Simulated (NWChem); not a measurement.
All runs are NWChem calculations. System: H₂BrNSi, charge 1, spin multiplicity 2, at the geometry of a parent with another charge or spin, in a state set for the comparison that need not be this species' ground state. Its SCF solution wasn't tested for a lower state. Level: UPBE0/cc-pVQZ.

The NWChem input:

```
start mol
memory heap 200 mb stack 900 mb global 1100 mb
charge 1
geometry units angstroms nocenter noautoz
  Si     0.805460     1.120343     0.000000
  Br    -0.898559    -0.433035     0.000000
  N      2.139895     0.016947     0.000000
  H      2.087687    -1.007950     0.000000
  H      3.106160     0.360750     0.000000
  symmetry group Cs
end
basis spherical
  * library cc-pvqz
end
dft
  xc pbe0
  odft
  mult 2
  semidirect memsize 60000000 filesize 0
  iterations 100
end
task dft energy
```

Part of the output:

```
             Northwest Computational Chemistry Package (NWChem) 7.3.0
             --------------------------------------------------------

                                NWChem Input Module
                                -------------------

 Scaling coordinates for geometry "geometry" by  1.889725989
 (inverse scale =  0.529177249)

 Turning off AUTOSYM since
 SYMMETRY directive was detected!

                             Geometry "geometry" -> ""
                             -------------------------

 Output coordinates in angstroms (scale by  1.889725989 to convert to a.u.)

  No.       Tag          Charge          X              Y              Z
 ---- ---------------- ---------- -------------- -------------- --------------
    1 Si                  14.0000     0.80546000     1.12034300     0.00000000
    2 Br                  35.0000    -0.89855900    -0.43303500     0.00000000
    3 N                    7.0000     2.13989500     0.01694700     0.00000000
    4 H                    1.0000     2.08768700    -1.00795000     0.00000000
    5 H                    1.0000     3.10616000     0.36075000     0.00000000

 Effective nuclear repulsion energy (a.u.)     208.8113853031

            Nuclear Dipole moment (a.u.)
            ----------------------------
        X                 Y               Z
 ---------------- ---------------- ----------------
    -0.0000245664     0.0000113384     0.0000000000

      Symmetry information
      --------------------

 Group name             Cs
 Group number              2
 Group order               2
 No. of unique centers     5

      Symmetry unique atoms

     1    2    3    4    5


 Summary of "ao basis" -> "" (spherical)
 ------------------------------------------------------------------------------
       Tag                 Description            Shells   Functions and Types
 ---------------- ------------------------------  ------  ---------------------
 *                          cc-pvqz                   on all atoms

                                 NWChem DFT Module
                                 -----------------
[...]
    beta    141    142    143    144    145    146    147    148    149    150
 overlap   0.995  0.882  0.899  0.989  0.984  0.998  0.991  0.991  0.990  0.990

   alpha    151    152    153    154    155    156    157    158    159    160
    beta    151    152    153    154    155    156    157    158    159    160
 overlap   0.995  0.999  0.999  0.998  1.000  0.998  1.000  0.998  0.993  0.993

   alpha    161    162    163    164    165    166    167    168    169    170
    beta    161    162    163    164    165    166    167    168    169    170
 overlap   0.997  0.997  0.978  0.978  1.000  0.997  0.997  1.000  0.999  1.000

   alpha    171    172    173    174    175    176    177    178    179    180
    beta    171    173    172    174    175    176    177    178    179    180
 overlap   0.999  1.000  1.000  0.999  0.999  1.000  0.999  1.000  1.000  1.000

   alpha    181    182    183    184    185    186    187    188    189    190
    beta    181    182    183    184    185    186    187    188    189    190
 overlap   1.000  1.000  1.000  0.999  1.000  1.000  0.999  1.000  1.000  1.000

   alpha    191    192    193    194    195    196    197    198    199    200
    beta    191    192    193    194    195    196    197    198    199    200
 overlap   1.000  1.000  1.000  1.000  1.000  1.000  1.000  1.000  1.000  1.000

   alpha    201    202    203    204    205    206    207    208    209    210
    beta    201    202    203    204    205    206    207    208    209    210
 overlap   1.000  1.000  1.000  1.000  1.000  1.000  1.000  1.000  1.000  1.000

   alpha    211    212    213    214    215    216    217    218    219    220
    beta    211    212    213    214    215    216    217    218    219    220
 overlap   1.000  0.996  0.996  1.000  1.000  1.000  1.000  1.000  1.000  1.000

   alpha    221    222    223    224    225    226    227    228    229    230
    beta    221    222    223    224    225    226    227    228    229    230
 overlap   1.000  1.000  1.000  1.000  1.000  1.000  1.000  1.000  1.000  1.000

   alpha    231    232    233    234    235    236    237    238    239    240
    beta    231    232    233    234    235    236    237    238    239    240
 overlap   1.000  1.000  1.000  1.000  1.000  1.000  1.000  1.000  1.000  1.000

   alpha    241    242
    beta    241    242
 overlap   1.000  1.000

     --------------------------
     Expectation value of S2:
     --------------------------
      <S2> =      0.7618 (Exact =     0.7500)

 center of mass
 --------------
 x =  -0.21466347 y =  -0.05608898 z =   0.00000000

 moments of inertia (a.u.)
 ------------------
         182.665575794791        -197.982848341771           0.000000000000
        -197.982848341771         568.924873538112           0.000000000000
           0.000000000000           0.000000000000         751.590449332903

     Multipole analysis of the density
     ---------------------------------

     L   x y z        total         alpha         beta         nuclear
     -   - - -        -----         -----         ----         -------
     0   0 0 0      1.000000    -29.000000    -28.000000     58.000000

     1   1 0 0      1.959422      0.630946      1.328501     -0.000025
     1   0 1 0      1.067482     -0.417485      1.484955      0.000011
     1   0 0 1     -0.000000     -0.000000     -0.000000      0.000000

     2   2 0 0    -13.846918   -158.062417   -153.621022    297.836521
     2   1 1 0      3.024770    -46.282223    -41.834995     91.141988
     2   1 0 1     -0.000000     -0.000000     -0.000000      0.000000
     2   0 2 0    -18.115519    -59.258810    -49.146243     90.289534
     2   0 1 1      0.000000      0.000000      0.000000      0.000000
     2   0 0 2    -25.461223    -13.365396    -12.095827      0.000000

 Task  times  cpu:      311.9s     wall:      311.9s

 Total times  cpu:      311.9s     wall:      311.9s
```
